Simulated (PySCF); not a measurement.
Match the calculated data to a structure.

| technique | computed result |
| --- | --- |
| UV, strongest line | among the 8 lowest singlet transitions: S6 at 7.82 eV (159 nm, f = 1.125) [TDDFT wB97X-D/def2-SVPD] |
| Polarisability | 87.8 au [wB97X-D/def2-SVPD] |
| Dipole | 0.50 D [wB97X-D/def2-SVPD] |
| Rotational structure | rotational constants A, B, C: 3.672, 1.608, 1.159 GHz [GFN2-xTB] |
| Triplet | lowest triplet excitation (Tamm–Dancoff): 4.74 eV [TDA wB97X-D/def2-SVPD] |
| UV, first state | lowest singlet excitation: 5.75 eV (216 nm, f = 0.000) [TDDFT wB97X-D/def2-SVPD] |

The electronic properties come from PySCF, for the isolated species, density fitting. Levels stand in brackets. Geometry: GFN2-xTB, one conformer, isolated molecule.

Question: Which candidate is it?
A. `C=CC(=C)C(C)C`
B. `C=C=C(C)CCC`
C. `C1CC[C@H]2C[C@H]2C1`
D. `C=C1CCCCC1`

Answer: B. It is `C=C=C(C)CCC`. Numbering: `[CH2:1]=[C:2]=[C:3]([CH3:4])[CH2:5][CH2:6][CH3:7]`. Its formula, C7H12, gives 2 degrees of unsaturation: 0 rings and 2 π bonds in the structure found. By its constants the optimised geometry is an asymmetric top.

The others, at the same levels:
- `C=CC(=C)C(C)C` fails: its computed lowest triplet excitation (Tamm–Dancoff) is 3.37 eV (against 4.74 eV), strongest line among the 8 lowest singlet transitions is S1 at 5.84 eV (212 nm, f = 0.535) (against S6 at 7.82 eV) and smallest rotational constant is 1.600 GHz (against 1.159 GHz).
- `C1CC[C@H]2C[C@H]2C1` fails: its computed lowest singlet excitation is 7.76 eV (160 nm, f = 0.001) (against 5.75 eV), lowest triplet excitation (Tamm–Dancoff) is 7.64 eV (against 4.74 eV) and strongest line among the 8 lowest singlet transitions is S5 at 8.57 eV (145 nm, f = 0.031) (against S6 at 7.82 eV).
- `C=C1CCCCC1` fails: its computed lowest singlet excitation is 7.10 eV (175 nm, f = 0.295) (against 5.75 eV), static isotropic polarisability is 80.8 au (against 87.8 au) and rotational constant A is 4.137 GHz (against 3.672 GHz).

Each candidate is one conformer, not necessarily the lowest. The conformers computed, where there is a choice (atom-mapped SMILES and torsion angles):
- `[CH2:1]=[C:2]=[C:3]([CH3:4])[CH2:5][CH2:6][CH3:7]`: C2–C3–C5–C6 0°, C3–C5–C6–C7 179°
- `[CH2:1]=[CH:2][C:3](=[CH2:4])[CH:5]([CH3:6])[CH3:7]`: C1–C2–C3–C4 178°, C2–C3–C5–C6 -155°

The conformers of `C1CC[C@H]2C[C@H]2C1` and `C=C1CCCCC1` aren't listed.
